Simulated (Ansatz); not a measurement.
Consider the ligand exchange at the Al–O bond: `B[O][AlH][OH]` + `N[SiH3]` → `[OH][AlH][NH][SiH3]` + `BO`.

Program: Ansatz. Geometries: PBE0-D4/def2-TZVP. ΔE: electronic, gas phase. CBS: MP2 limit from def2 TZ/QZ plus the TZ coupled-cluster correction, frozen cores. This one scheme is used for every species. Each species was taken in one conformer, which may not be the lowest.

```
              species  CCSD(T)/CBS(def2) energy (Eh)
      `B[O][AlH][OH]`                     -419.70702
            `N[SiH3]`                     -346.80422
`[OH][AlH][NH][SiH3]`                     -664.69394
                 `BO`                     -101.80414
```

(1) Work out ΔE.

(2) What do rigid-rotor, harmonic-oscillator terms from PBE0-D4/def2-TZVP frequencies (298.15 K, 1 bar) make of the CCSD(T)/CBS value? (Best estimate.)

Largest T1 diagnostic among the species: 0.014.

Results:

(1) ΔE = (-664.69394) + (-101.80414) − (-419.70702) − (-346.80422) = 0.01316 Eh = +34.6 kJ/mol.

(2) The calculation gave: ΔZPE = +2.9 kJ/mol, ΔH = +36.1 kJ/mol, ΔS = -15 J/(mol·K), ΔG = +40.6 kJ/mol.

From BLYP to BHLYP (50 % exact exchange), in def2-TZVPP and without D4, ΔE moves by +3.4 kJ/mol. In def2-TZVPP, CCSD(T) changes the Hartree–Fock value by −16.2 kJ/mol (the triples alone add −2.7 kJ/mol) and MP2 by −15.5 kJ/mol.
